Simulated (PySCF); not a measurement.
This PySCF input asks for the NMR shieldings of `C=CCCCCCl`, C$_{6}$H$_{11}$Cl; the geometry comes from GFN2-xTB.

```python
import basis_set_exchange as bse
import numpy as np
from pyscf import gto, dft
from pyscf.prop import nmr

atoms = """
C    -2.518688    1.062125    0.018644
C    -1.861003   -0.061978    0.230872
C    -1.139485   -0.836971   -0.825409
C     0.359578   -0.942582   -0.526467
C     1.036309    0.426113   -0.556700
C     2.513390    0.355241   -0.211679
Cl    3.425345   -0.538654   -1.461929
H    -3.022417    1.589372    0.811058
H    -2.584136    1.501660   -0.963629
H    -1.809609   -0.483699    1.227160
H    -1.286165   -0.363641   -1.797860
H    -1.557129   -1.846866   -0.870650
H     0.501465   -1.393736    0.458493
H     0.830557   -1.593323   -1.265121
H     0.916395    0.871957   -1.545976
H     0.552007    1.084537    0.168900
H     2.957362    1.349208   -0.158814
H     2.677464   -0.172446    0.727931
"""
names = dict.fromkeys(["C", "Cl", "H"], "pcSseg-1")
basis = {el: gto.basis.parse(bse.get_basis(n, elements=[el], fmt="nwchem")) for el, n in names.items()}
mol = gto.M(atom=atoms, basis=basis, charge=0, verbose=0)
mf = dft.RKS(mol, xc="PBE0")
mf.grids.level = 2
mf.grids.alignment = dft.numint.BLKSIZE   # the property module wants whole blocks of grid points
mf.conv_tol = 1e-9
mf.kernel()

calc = nmr.RKS(mf)   # GIAO
C = mf.mo_coeff
Co = C[:, mf.mo_occ > 0]
resp = mf.gen_response(singlet=True, hermi=2)
def vind(x):   # induced exchange potential for any number of trial vectors
    d = np.einsum("pi,xij,qj->xpq", C, 2 * x.reshape(-1, C.shape[1], Co.shape[1]), Co, optimize=True)
    return np.einsum("xpq,pi,qj->xij", resp(d - d.transpose(0, 2, 1)), C, Co, optimize=True).ravel()
mo1, _ = nmr.rhf.solve_mo1(calc, with_cphf=vind)
sigma = calc.kernel(mo1)
for i, s in enumerate(sigma):   # ppm
    print("%2d %-2s %9.2f" % (i, mol.atom_pure_symbol(i), np.trace(s) / 3))
```

Problem. What are the results?

Solution. 
```
 0 C      63.65
 1 C      38.28
 2 C     147.59
 3 C     157.33
 4 C     151.12
 5 C     134.25
 6 Cl    869.52
 7 H      26.39
 8 H      26.32
 9 H      25.72
10 H      29.89
11 H      29.07
12 H      30.79
13 H      29.44
14 H      30.52
15 H      29.80
16 H      27.84
17 H      28.35
```

These numbers come from an equivalent density-fitted implementation of the same equations, which agrees with the script to about 0.01 ppm for H and up to a few tenths of a ppm for heavy atoms, so last digits may differ.

Problem. Turn these shieldings into chemical shifts. Shifts are taken against calculated references (same method and geometry level): TMS for 13C (σ = 186.93 ppm) and 1H (σ = 31.72 ppm); 35Cl (σ = 949.78 ppm) vs HCl.

Solution. Averaging equivalent atoms: C 1: 148.6; C 0: 123.3; C 5: 52.7; C 2: 39.3; C 4: 35.8; C 3: 29.6; Cl 6: 80; H 9: 6.00; H 8: 5.40; H 7: 5.33; H 16/17: 3.62; H 10/11: 2.24; H 12/13: 1.60; H 14/15: 1.56 ppm. 

Size and cost of the density-fitted run: 181 basis functions, 24 s wall time on 1 thread of an Arm Neoverse V1, shared host; peak memory 0.77 GiB.
